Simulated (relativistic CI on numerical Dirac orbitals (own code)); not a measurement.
Computed by Dirac-Coulomb-Breit CI, KLI orbitals optimised for each configuration, QED by a radiative potential, unscaled Slater integrals (own radial code, finite nucleus).

The strongest absorption lines from the ground level of an ion, among the configurations computed and to levels below about 7660 eV (vacuum wavelength in nm, gf): 0.18423 (0.4), 0.18776 (0.95), 0.18788 (1.4), 0.18792 (1.7), 0.18927 (1.1), 0.18928 (0.32), 0.20376 (2.2), 1.4414 (0.4).

(1) Which ion is it?
A. Te XLVI
B. Er LXII
C. Nd LIV
D. Nd LII

## Answers

(1) C. Nd LIV has 7 electrons and the ground level 2s2 2p3 2P°_3/2; the strongest line goes to 2s2 2p2 3d 2D_5/2. The pattern of lines fixes the number of electrons, and along that sequence the line energies rise steadily with the charge (about as its square where n changes within one kind of shell, about linearly where n is kept but much faster in heavy ions where fine structure, which grows about as Z⁴, sets the gap, and irregularly where shells cross), which fixes Z. Configurations outside the model, such as inner-shell arrays, can give stronger lines. At this charge energies of transitions that change n are usually good to better than 1 %, and those within a shell (Δn = 0) to a few per cent.

LS names give the leading component of a level, which can be under half, so a name can repeat, a term be missing and a line seem to break the LS rules.
